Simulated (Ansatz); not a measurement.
Program: Ansatz. Geometries: PBE0-D4/def2-TZVP. ΔE: electronic, gas phase. CCSD(T)/CBS adds triple-zeta CCSD(T) − MP2 to the extrapolated MP2 energy (def2 sets, frozen cores). DFT in def2-TZVPP. Each species was taken in one conformer, which may not be the lowest.

Reaction (redistribution): `[SiH3][S][AlH][SH]` + `CBOC` → `C[O][AlH][S][SiH3]` + `CBS`

```json
{"level": "PBE-D4", "ΔE (kcal/mol)": "9.1", "difference from CCSD(T)/CBS": "0.2"}
{"level": "PBE0-D4", "ΔE (kcal/mol)": "9.2", "difference from CCSD(T)/CBS": "0.3"}
{"level": "PBE", "ΔE (kcal/mol)": "9.3", "difference from CCSD(T)/CBS": "0.4"}
{"level": "r2SCAN", "ΔE (kcal/mol)": "8.4", "difference from CCSD(T)/CBS": "-0.5"}
{"level": "HF/def2-TZVPP", "ΔE (kcal/mol)": "8.7", "difference from CCSD(T)/CBS": "-0.2"}
{"level": "MP2/def2-TZVPP", "ΔE (kcal/mol)": "8.2", "difference from CCSD(T)/CBS": "-0.7"}
{"level": "CCSD/def2-TZVPP", "ΔE (kcal/mol)": "8.5", "difference from CCSD(T)/CBS": "-0.4"}
{"level": "HF/def2-QZVPP", "ΔE (kcal/mol)": "8.6", "difference from CCSD(T)/CBS": "-0.3"}
{"level": "MP2/CBS(def2)", "ΔE (kcal/mol)": "8.5", "difference from CCSD(T)/CBS": "-0.4"}
{"level": "CCSD/CBS(def2)", "ΔE (kcal/mol)": "8.8", "difference from CCSD(T)/CBS": "-0.1"}
{"level": "CCSD(T)/CBS", "ΔE (kcal/mol)": "8.9", "difference from CCSD(T)/CBS": "0"}
```

Largest T1 diagnostic among the species: 0.013.
